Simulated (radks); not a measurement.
Valence configurations of the samarium ion Sm3+ (all share [Xe]). Calculated with a radial shooting solver on a logarithmic mesh with Libxc functionals: scalar-relativistic Kohn-Sham, PBE, spin-polarised, spherical densities, point nucleus; open shells are filled with parallel spins first (spin-orbit coupling, left out, can overturn this in heavy ions). Energies are relative to 4f5; eigenvalues in eV for spin up.

\begin{tabular}{lrrrrrr}
valence & E (eV) & moment (Bohr magnetons) & e(4f) & e(5d) & e(6p) & e(6s) \\ \hline
4f5 & 0.000 & 5 & -33.850 & - & - & - \\
4f4.5 6s0.5 & 6.715 & 5 & -38.728 & - & - & -23.512 \\
4f4 5d1 & 11.456 & 5 & -40.738 & -26.867 & - & - \\
4f4.5 5d0.5 & 5.125 & 5 & -37.216 & -25.839 & - & - \\
4f3 5d2 & 28.053 & 5 & -48.193 & -28.886 & - & - \\
4f3 5d1 6p1 & 38.806 & 5 & -52.558 & -31.787 & -20.529 & - \\
4f4.5 6p0.5 & 9.328 & 5 & -39.264 & - & -18.590 & - \\
4f3.5 5d1 6s0.5 & 21.211 & 5 & -46.008 & -28.926 & - & -24.505 \\
4f4 6p1 & 20.758 & 5 & -44.933 & - & -19.943 & - \\
4f3 5d1 6s0.5 6p0.5 & 35.931 & 5 & -52.035 & -31.407 & -20.243 & -26.002 \\
\end{tabular}

NIST lists [Xe] 4f5 as the ground configuration; this level of theory agrees among the configurations tried. The energies are those of spherical high-spin densities, not of single terms.
